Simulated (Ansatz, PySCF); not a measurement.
Gas-phase reaction (SMILES): N#N [molecular nitrogen] + 3 [H][H] (H2) → 2 N (NH3); energy of full hydrogenation.

Geometries: B3LYP-D3(BJ)/def2-TZVP minima from Ansatz (an electronic-structure program). Cores are frozen in the correlated levels unless marked. Spin-orbit coupling is left out. No relativistic terms. CBS(X,Y): correlation extrapolated as X^-3; Hartree-Fock from the larger set (for Q and 5 zeta extrapolated as (X+1)exp(-9√X)). Thermal terms are rigid-rotor harmonic-oscillator values from B3LYP-D3(BJ) frequencies (PySCF) at 298.15 K and 1 atm. 1 Eh = 627.5095 kcal/mol.

```json
[
 {"species": "N#N", "E, CCSD(T)/CBS(cc-pVQZ,cc-pV5Z) (Ansatz) (Eh)": "-109.42284", "E, PBE/def2-TZVPD (Ansatz) (Eh)": "-109.45232", "H - E (Eh)": "0.00889", "G - E (Eh)": "-0.01284"},
 {"species": "[H][H] (H2)", "E, CCSD(T)/CBS(cc-pVQZ,cc-pV5Z) (Ansatz) (Eh)": "-1.17453", "E, PBE/def2-TZVPD (Ansatz) (Eh)": "-1.16589", "H - E (Eh)": "0.01336", "G - E (Eh)": "-0.00144"},
 {"species": "N (NH3)", "E, CCSD(T)/CBS(cc-pVQZ,cc-pV5Z) (Ansatz) (Eh)": "-56.50471", "E, PBE/def2-TZVPD (Ansatz) (Eh)": "-56.51037", "H - E (Eh)": "0.03799", "G - E (Eh)": "0.01614"}
]
```

Q: Work out ΔE and ΔH, ΔG, ΔS and the equilibrium constant at 298.15 K at the first level, then ΔH at the second.

A: 
1. ΔE = [2×(-56.50471)] - [(-109.42284) + 3×(-1.17453)] = -0.06299 Eh = -39.5 kcal/mol at CCSD(T)/CBS(cc-pVQZ,cc-pV5Z).
2. The terms H - E add up to 0.02701 Eh, so ΔH = (-0.06299 + (0.02701))×627.5095 = -22.6 kcal/mol.
3. The terms G - E add up to 0.04944 Eh, so ΔG = -8.5 kcal/mol, and ΔS = (0.02701 - (0.04944))×627509.5/298.15 = -47.2 cal/(mol K).
4. log10 K = -ΔG/(RT ln 10) = 6.2, with RT ln 10 = 1.3642 kcal/mol.
5. With ΔH and ΔS taken as constant, ΔG changes sign near ΔH/ΔS = 480 K, a rough figure that leaves out heat capacities.
6. At PBE/def2-TZVPD the same steps give ΔE = -44.4 and ΔH = -27.4 kcal/mol, a shift of -4.8 from the first level.
7. Tabulated enthalpies of formation (N#N 0.0 kcal/mol, zero by definition; [H][H] (H2) 0.0 kcal/mol, zero by definition; N (NH3) -10.9 kcal/mol, ATcT 1.112) give ΔH = -21.8, so the errors are -0.8 and -5.6 kcal/mol; the tables hold anharmonic motion, scalar relativity, which both levels lack, and core correlation, which the frozen-core level lacks.
